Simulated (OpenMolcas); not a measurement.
# Cr3+: ligand-field states by method

Cr3+ with 4 ligands (fluoride) in tetrahedral coordination (Td) at 1.84 Å. A charge of +0.25 e stands 3.2 Å behind each ligand. Ligand basis ANO-RCC-VDZP.

| Property | Result |
| --- | --- |
| Program | OpenMolcas |
| Basis | ANO-RCC-VDZP [5s4p2d1f] |
| Scalar Hamiltonian | DKH2, point nucleus |
| Active space | 3 electrons in 5 orbitals (3d) |
| State averaging | 2S+1 = 4 even, 10 roots; 2S+1 = 2 even, 40 roots |
| Spin-orbit coupling | state interaction with AMFI integrals over the reference wave functions |

I. CASSCF
II. SS-CASPT2, IPEA 0.25 Eh, imaginary shift 0.1 Eh (closed shells correlated: 3s 3p and the ligand valence shells)

Spin-free states (labels of Td) in cm-1, each column counted from its own energy of the first state listed:

```csv
State,Degeneracy,I,II
4T1,3,0,0
4T2,3,6236,6190
2E,2,11991,8700
4A2,1,13371,15400
2T1,3,17160,13050
2T2,3,17728,13040
4T1,3,20647,17300
2A1,1,21441,17110
2T1,3,22351,16750
2T2,3,25267,20760
2T1,3,26147,21950
2E,2,27246,22510
2T2,3,30722,25180
2T1,3,30965,27890
2E,2,31966,28200
2T2,3,40235,32200
2A2,1,41267,33770
2T1,3,41356,34280
2E,2,61768,50650
2T2,3,62201,51360
```

From I to II, I's first state of the same spin (4T2) moves from 6236 to 6190 cm-1, by about -50 cm-1.

From I to II, I's first state of another spin (2E) moves from 11991 to 8700 cm-1, by about -3300 cm-1.

I: A least-squares ligand-field fit to the states below 45000 cm-1, each weighted by its degeneracy and with a free common offset, gives 10Dq = -7045 cm-1 (negative for this site), B = 1004 cm-1 and C = 3910 cm-1 (C/B = 3.90), with an rms deviation of 275 cm-1. The same method and metal basis give the free ion B = 1151 cm-1 (fit to its terms below 60000 cm-1, rms deviation 60 cm-1), so the nephelauxetic ratio is β = 1004 / 1151 = 0.87; it hangs on how both fits weigh the states, and computed free-ion B values tend to be too large, so β mixes covalency with correlation.

χT at 300 K: I 1.42, II 1.42 cm3 K/mol.

Roots that are degenerate in the reference are averaged as groups; the widest CASPT2 spread within a group is 620 cm-1 (the 3-fold group of multiplicity 4 near 6190 cm-1 above the lowest state of its run, II). Shifts and gaps below about the spread of the groups concerned are not significant. An orbital triplet at a regular site is open to Jahn-Teller coupling, which can distort the site and quench the lowest spin-orbit gaps and is left out. Ligand-to-metal charge-transfer states are missing. With no ligand orbital active B as a rule stays too high, so bands that hang on it stand too high and its fall with covalency is understated. Without dynamic correlation the repulsion within the d shell is too large (B by tens of per cent), so at a given field states of lower spin stand too high (holds for I). With metal d orbitals alone and no dynamic correlation the field as a rule comes out too small, by tens of per cent, by up to half for chloride and softer ligands (holds for I). These CASPT2 states fit no ligand-field parameters well, so their order and spin gaps are uncertain (holds for II). With one d shell and no ligand orbital active, 10Dq can be off by a tenth or more (holds for II). The distance lies 3 % over the 1.79 Å that this model takes as the normal distance (a Shannon-type radius plus a fixed donor radius); by an R⁻⁵ law this alone changes a d-shell field by about -13 %. No measured value stands beside these numbers; the geometry was imposed, not optimised, and the real ion may take another.
